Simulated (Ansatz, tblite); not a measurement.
Forces on the cluster Zn4Br8 at its PBE-D4/def2-SVP geometry. Charge 0, multiplicity 1.

The xTB rows come from tblite. Single mean-field runs in def2-TZVP are fitted with def2-universal-jkfit. The structure comes from a short search, and lower isomers may exist.

GFN1-xTB (tblite), largest force 0.47 eV/Å:

```xyz
12
positions Å, forces eV/Å
Zn    0.895   -0.963   -0.768    0.143   -0.153   -0.118
Zn    1.160   -0.995    2.603    0.206   -0.120    0.392
Zn   -1.157    0.995   -2.601   -0.214    0.123   -0.403
Zn   -0.899    0.960    0.766   -0.140    0.151    0.121
Br    1.326   -2.750    0.758    0.057   -0.154   -0.109
Br   -1.327    2.749   -0.757   -0.057    0.152    0.110
Br   -1.671   -0.917   -0.808   -0.117   -0.122    0.016
Br    1.192    0.050   -2.911    0.161   -0.081   -0.076
Br    1.668    0.913    0.807    0.119    0.128   -0.023
Br    2.460   -1.254    4.453   -0.020    0.002   -0.028
Br   -1.192   -0.055    2.908   -0.164    0.080    0.083
Br   -2.455    1.266   -4.451    0.025   -0.006    0.035
```

GFN2-xTB (tblite), largest force 0.87 eV/Å:

```
Zn 0.235 -0.250 -0.196
Zn 0.442 -0.159 0.717
Zn -0.449 0.162 -0.722
Zn -0.232 0.248 0.200
Br 0.145 -0.395 -0.119
Br -0.144 0.392 0.120
Br -0.178 -0.132 -0.041
Br 0.321 -0.105 -0.277
Br 0.180 0.140 0.032
Br -0.108 0.031 -0.166
Br -0.322 0.103 0.282
Br 0.110 -0.035 0.169
```

PBE-D4/def2-TZVP (Ansatz), largest force 0.15 eV/Å:

```
Zn 0.040 -0.039 -0.027
Zn -0.063 0.045 -0.130
Zn 0.054 -0.044 0.119
Zn -0.034 0.039 0.032
Br 0.007 -0.024 0.023
Br -0.006 0.019 -0.021
Br 0.005 0.035 -0.037
Br 0.000 0.013 -0.026
Br -0.002 -0.027 0.027
Br 0.056 -0.010 0.077
Br -0.004 -0.015 0.035
Br -0.053 0.007 -0.073
```
